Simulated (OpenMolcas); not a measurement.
# Sm3+: moving or changing the point charges

Sm3+ among 6 point charges of -0.5 e arranged as a trigonal antiprism (D3d), 2.53 Å from the ion, with a polar angle of 64.0° against the regular 54.74°.

| Property | Result |
| --- | --- |
| Program | OpenMolcas 26.06 |
| Method | CASSCF |
| Basis | ANO-RCC-VDZP [7s6p4d2f1g] |
| Scalar Hamiltonian | DKH2, point nucleus |
| Active space | 5 electrons in 7 orbitals (4f) |
| State averaging | 2S+1 = 6 odd, 21 roots; 2S+1 = 4 odd, 128 roots kept (CI in the orbitals of an earlier block, 108 in the spin-orbit step); 2S+1 = 2 odd, 130 roots kept (CI in the orbitals of an earlier block, 40 in the spin-orbit step) |
| Spin-orbit coupling | state interaction with AMFI integrals over the reference wave functions |

Runs around this geometry, states (labels of D3, the rotations of D3d). Energies in cm-1 above the lowest state or level, χT in cm3 K/mol.

```csv
R (Å),q (e),Ground state,First state of that spin,First gap with spin-orbit (degeneracies),Width of lowest J,χT at 300 K
2.53,-0.25,6E,6E 89.6,"100.5 (2, 2)",145,0.305
2.53,-0.5,6E,6E 178.9,"202.9 (2, 2)",294,0.303
2.7,-0.5,6E,6E 144.0,"165.3 (2, 2)",241,0.304
2.95,-0.5,6E,6E 107.8,"125.5 (2, 2)",184,0.305
```

Taking the width of the lowest J multiplet as R^-n, n = -ln(184 / 294) / ln(2.95 / 2.53) = 3.1 between the shortest and longest distance.

Scaling the charges by -0.25 / -0.5 = 0.50 scales the width of the lowest J multiplet by 145 / 294 = 0.49; with fixed orbitals a first-order splitting would follow the charge.

High states are left out of the spin-orbit mixing, which shifts the levels that they would mix with. Point charges carry no covalency, so the field is a model and not that of real ligands. An unlabelled pair can be two single states that coincide in this model. A group larger than the point group allows holds several states that coincide in this model. No measured value stands beside these numbers.
